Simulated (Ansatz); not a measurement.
ScAu4⁺, relaxed as a singlet with RKS B3LYP-D4/def2-SVP in Ansatz, starting from the GFN1-xTB geometry. Force threshold 0.02 eV/Å.

In the def2 sets Au takes a core potential; there is no spin–orbit coupling. The structure comes from a short search, and lower isomers may exist.

Start:

```csv
atom,x (Å),y (Å),z (Å)
Sc1,-0.660,-0.434,-1.608
Au2,-2.091,0.542,0.902
Au3,2.277,-0.395,-0.495
Au4,0.416,1.432,0.175
Au5,0.058,-1.145,1.026
```

```csv
step,energy (eV),largest force component (eV/Å),SCF passes
1,-35472.7430,1.956,56
2,-35473.4612,1.601,42
3,-35473.9025,0.988,37
4,-35474.2125,0.399,31
5,-35474.3453,0.291,32
6,-35474.3879,0.077,31
7,-35474.3926,0.086,30
8,-35474.4269,0.148,31
9,-35474.4509,0.433,32
10,-35474.5296,0.170,32
11,-35474.5877,0.159,31
12,-35474.6235,0.184,35
13,-35474.6279,0.310,36
14 (rejected),-35474.6271,0.295,31
15,-35474.6457,0.037,29
16,-35474.6464,0.013,30
17,-35474.6466,0.009,30
```

Force components are those of the run's own axes.

End:

```
atom    x (Å)    y (Å)    z (Å)
 Sc1  -0.7062  -0.4923  -0.3029
 Au2  -2.2710   1.3625   0.4653
 Au3   1.9778  -0.2188  -0.2953
 Au4   0.4564   1.9407  -0.3191
 Au5   0.5429  -2.5921   0.4520
```

Bonds lost: Au2–Au5, Au4–Au5 (atoms count from 1). The end is the same structure that another start reached.

The force fell under the threshold at step 16, but the optimiser went on. No frequencies were taken in this run, so the end may be a saddle point.

Run time 77 s (4 threads of Intel Xeon 6975P-C on a shared host), peak host memory 0.56 GiB.
